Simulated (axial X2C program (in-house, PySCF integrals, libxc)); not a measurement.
Nuclear properties of WOH⁻

Computed with an in-house all-electron X2C program for linear molecules (integrals from PySCF): two-component X2C with atomic mean-field Coulomb and Gaunt terms, Gaussian nuclei, basis W dyall-v3z, O dyall-av3z, H dyall-v3z with contracted cores.

W–O–H held linear, with bonds 1.923 and 0.947 Å (near the PBE0 minimum at charge -1 of the determinant lowest at the starting distance; the state shown can have its own minimum elsewhere, held linear; other orders of the atoms were not compared).

Input and command:
```json
{"zs": [74, 8, 1], "q": -1, "bas": ["dyall-v3z", "dyall-av3z", "dyall-v3z"], "r0": [2.0, 0.96], "symm": 0, "scan": ["PBE0", "HF", "B3LYP"], "levels": ["PBE0", "HF", "r2SCAN"], "nst": 2}
```
```bash
python solin.py task.json out
```

Keys: zs atomic numbers; q charge; bas basis sets; r0 starting distance in Å; symm equal bonds; scan levels of the two-bond scan; levels methods; nst determinants followed.

Determinant lowest in the PBE0 search, Ω = 2 (⟨Sz⟩ = 1.94, ⟨Lz⟩ = 0.06 at PBE0), spin on the atoms W 1.75, O 0.18, H 0.01:

```tsv
level	Eeff magnitude (GV/cm)	Ws magnitude W (kHz)	A∥/gI W (MHz)	qzz W (a.u.)	A∥/gI O (MHz)	qzz O (a.u.)	A∥/gI H (MHz)	qzz H (a.u.)
PBE0	7.13	2.04	143	-0.58	-19	1.56	-0.0524	0.55
r2SCAN	2.82	0.188	794	-0.48	-13.3	1.60	0.0351	0.55
```

Eeff is the effective electric field on the electron electric dipole moment in this Ω state and Ws the scalar–pseudoscalar constant of the nucleus named (defined with the proton number Z and per Ω); A∥ (defined per Ω) follows by multiplying with gI = μI/(I μN); qzz is the electric field gradient, eQq0 = 234.96 MHz × Q/barn × qzz. The operators were transformed with the bare-nucleus X2C matrices; with these basis sets, hyperfine constants and field gradients can be off by tens of per cent, and where levels differ in sign neither size nor sign is settled.

With gI(17O) = -0.7575, Q(17O) = -0.02558 barn (g factors from the IAEA table of nuclear moments by Stone; Q from Pyykkö, Mol. Phys. 2018), turn the PBE0 values of the first state into constants in MHz.

A∥(17O) = -19 × -0.7575 = 14.4 MHz; eQq0(17O) = 234.96 × (-0.02558) × (1.56) = -9.38 MHz.

The molecule was held linear; bending was not examined, so a bent shape may lie lower.

Each state is one determinant with collinear spin, which with several unpaired electrons need not be a pure state. For an anion, determinants above electron detachment, or with a positive highest level, are held by the basis set. This is the top spin component of a Σ state; components of lower Ω are not single determinants and can lie lower. With several open shells hyperfine constants can be off by a factor of several. Where Eeff spreads by more than a factor of two the levels disagree and none is to be relied on. Open-shell Ω = 0 determinants with evenly filled partner blocks cannot be reached by this program, so the Ω shown need not be the lowest component. Left out as unconverged or as another state under the same occupation: HF in at least one table. States lie within half an eV, so the first need not be the ground state. The sign of Ws at W differs between levels in the first state. Further determinants of the search, some of them spin-mixed, are not shown. Where a field gradient or hyperfine factor spreads by more than a factor of two over the levels, a constant derived from it is not to be relied on.
